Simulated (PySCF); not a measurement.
A structure optimised at B3LYP-D3(BJ)/def2-SVP, used in a PySCF frequency run:

```xyz
5

F      0.0000     0.0000     1.5902
C      0.0000     0.0000     0.2571
Cl     1.4634     0.8449    -0.3109
Cl     0.0000    -1.6898    -0.3109
Cl    -1.4634     0.8449    -0.3109
```

### Question
Write its SMILES, formula and point group.

### Answer
FC(Cl)(Cl)Cl, CCl3F, C3v

### Question
What are its rotational constants (standard atomic weights)?

### Answer
2.3958, 2.3958, 1.6642 GHz
